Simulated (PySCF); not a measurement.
# Reading the logs of faulty runs: B2ClGeH4

Calculated results; nothing here was measured. The program is PySCF 2.14.0, an open-source quantum chemistry code, run on an isolated molecule that a program drew, which may never have been made. The molecule is B2ClGeH4 (charge 0, doublet), drawn as the SMILES string `[BH][GeH]([BH2])[Cl]`.

Each row is a Hartree-Fock (HF) and frozen-core CCSD(T) single point in the cc-pV(D+d)Z basis, meant for a local HF minimum. Run 1 is clean. Each other run has one planted mistake out of seven kinds, and not every kind appears here: one electron removed, one electron added, multiplicity raised by two, geometry at a saddle point, minimal basis STO-3G, one bond length entered in bohr, all coordinates scaled. The reference is restricted for singlets and unrestricted otherwise, and also for a bond in bohr. Adding or removing an electron swaps singlet and doublet. Electrons count all cores. HOMO and LUMO are orbital energies over both spins, the gradient is its largest component, and the lowest frequency (negative if imaginary) is given only where the gradient is small. Bond lengths are over the 7 bonds as drawn. T1 is the CCSD diagnostic: over 0.02 (restricted) or 0.045 (unrestricted) a single reference is doubtful. Germanium has the cc-pVDZ-PP basis, with a core potential (ECP10MDF) in place of its 10 inner electrons, and its 3s, 3p and 3d shells are frozen in CCSD(T).

Geometry of the clean run:
```xyz
8
B2ClGeH4, angstrom
B     1.1592    2.1177    2.0751
Ge    1.5339    1.9699    0.0463
B     0.7440    0.2701   -0.8578
Cl    3.7141    1.9740   -0.2700
H     0.1331    2.0973    2.6879
H     1.0556    3.2616   -0.6274
H     1.4301   -0.6791   -1.0926
H    -0.4253    0.2409   -1.1160
```

```
run  electrons  basis functions  <S^2>  HOMO (eV)  LUMO (eV)  gradient (hartree/bohr)  lowest frequency (cm^-1)  mean bond (Å)  longest bond (Å)      T1  HF (hartree)  CCSD(T) (hartree)             mistake
  1         63               94  0.758      -9.30       0.40                  2.4e-05                        94         1.6390             2.203  0.0149    -804.51249         -804.94516            no fault
  2         64               94  0.000      -0.82       5.42                  3.5e-02                         -         1.6390             2.203  0.0612    -804.49037         -804.98342  one electron added
  3         63               94  1.244      -9.58       0.29                  2.7e-02                         -         1.7910             2.259  0.0496    -804.39640         -804.83153                   ?
  4         63               94  0.758      -9.23       0.49                  5.2e-02                         -         1.5456             2.077  0.0153    -804.48794         -804.91818                   ?
```

**Which mistake was planted in run 3, and what did it cost?**

The mean bond changes by a factor of 1.093 and the longest by 1.025, so the molecule wasn't scaled as a whole. A length L in bohr read as angstrom grows by (1/0.5292 - 1) L = 0.890 L. The 7 bonds together grew by 7 x 0.1520 = 1.064 Å, which gives L = 1.196 Å. That is the length of one of the B-H bonds, 1.195 Å in the clean geometry. So the mistake is: one bond length entered in bohr. Subtracting run 1 and multiplying by 627.51 kcal/mol a hartree, the energy moved by 72.8 kcal/mol in HF and 71.3 kcal/mol in CCSD(T).

**Which mistake was planted in run 4, and what did it cost?**

The mean and the longest bond both change by the same factor, 0.943, and the gradient is no longer small. So the mistake is: all coordinates scaled. Subtracting run 1 and multiplying by 627.51 kcal/mol a hartree, the energy moved by 15.4 kcal/mol in HF and 16.9 kcal/mol in CCSD(T).

Cautions from the logs. Run 2: T1 is over the limit, so its CCSD(T) energy is less reliable; run 3: T1 is over the limit, so its CCSD(T) energy is less reliable.
